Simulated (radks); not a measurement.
All-electron atom: neutral gadolinium in [Xe] 4f7 5d1 6s1 6d1 (not the ground configuration). Method: Dirac Kohn-Sham, LDA (Slater exchange, Perdew-Wang correlation), spin-unpolarised, spherical densities, point nucleus; open shells fill j = l - 1/2 first; computed with a radial shooting solver on a logarithmic mesh with Libxc functionals.

Normalised radial functions P(r) = r R(r) (large component), r in bohr:

```
   r/bohr * 5p3/2, o 5d3/2 (the largest magnitude, 0.917, reaches the edge; | marks zero, & curves that meet)
 0.001105                             &
 0.001307                             &
 0.001546                             &
 0.001829                             &
  0.00218                             &
 0.002579                             &
 0.003051                             &
 0.003609                             &
 0.004304                             &
 0.005091                             &
 0.006023                             o*
 0.007182                             o*
 0.008496                             o*
  0.01005                             o*
  0.01189                             o *
  0.01418                             o *
  0.01677                             o  *
  0.01984                             o  *
  0.02347                             o   *
  0.02798                             o    *
   0.0331                             |o    *
  0.03916                             |o    *
  0.04632                             |o    *
  0.05523                             | o   *
  0.06534                             |  o *
  0.07729                             |  o*
  0.09216                             |*  o
    0.109                           * |    o
    0.129                       *     |    o
   0.1526                     *       |    o
   0.1819                    *        |   o
   0.2152                     *       |  o
   0.2546                         *   o
   0.3011                          o  | *
   0.3591                       o     |        *
   0.4248                     o       |            *
   0.5025                     o       |            *
   0.5992                       o     |        *
   0.7088                          o  *
   0.8384                   *         | o
   0.9918          *                  |       o
    1.183    *                        |            o
    1.399  *                          |                o
    1.655    *                        |                  o
    1.958         *                   |                   o
    2.334               *             |                  o
    2.762                    *        |               o
    3.267                        *    |             o
    3.864                           * |         o
    4.608                            *|      o
    5.451                             *    o
    6.448                             *  o
    7.689                             *o
    9.096                             *o
    10.76                             &
    12.73                             &
    15.18                             &
    17.95                             &
    21.24                             &
    25.12                             &
    29.96                             &
    35.44                             &
```

5p3/2: eigenvalue -29.516 eV, 3 radial nodes at r = 0.0967, 0.283, 0.713 bohr, <r> = 1.59 bohr, 90 % of the charge inside 2.34 bohr. 5d3/2: eigenvalue -5.971 eV, 2 radial nodes at r = 0.256, 0.783 bohr, <r> = 2.55 bohr, 90 % of the charge inside 4.05 bohr.
